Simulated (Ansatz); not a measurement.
**Worked example: ideal-gas entropy of CSeO (carbonyl selenide)**

A linear singlet with charge 0, relaxed at PBE-D3(BJ)/def2-TZVP (Ansatz 0.2.0):

```xyz
3

O    -0.8291    1.0060   -0.3504
C    -0.1126    0.1367   -0.0476
Se    0.9418   -1.1427    0.3980
```

Harmonic wavenumbers in cm⁻¹: 456, 456, 657, 2022.

Masses in u: O 15.999, C 12.011, Se 78.971. Take T = 298.15 K, p = 1 bar, R = 8.3145 J/(mol K), kT/hc = 207.22 cm⁻¹, rigid rotor and harmonic oscillator.

Q: Work out S° at 298 K.

A: 
1. Translation (Sackur–Tetrode): S = R[3/2 ln M + 5/2 ln T − 1.1517] with M = 106.981 gives 167.1 J/(mol K).
2. Rotation: the moment of inertia is 126.753 u Å², so B = 16.8576/I = 0.133 cm⁻¹; σ = 1; q = kT/(σhcB) = 1558.0; S = R(ln q + 1) = 69.4.
3. Vibration: with u = ν̃/207.22, each mode gives R[u/(eᵘ − 1) − ln(1 − e⁻ᵘ)]; the sum is 8.0, most from 456 cm⁻¹ (3.3), 456 cm⁻¹ (3.3), 657 cm⁻¹ (1.5).
4. Spin: R ln 1 = 0.0.
5. Sum: 167.1 + 69.4 + 8.0 + 0.0 = 244.5 J/(mol K).

No measured value is set beside it here.
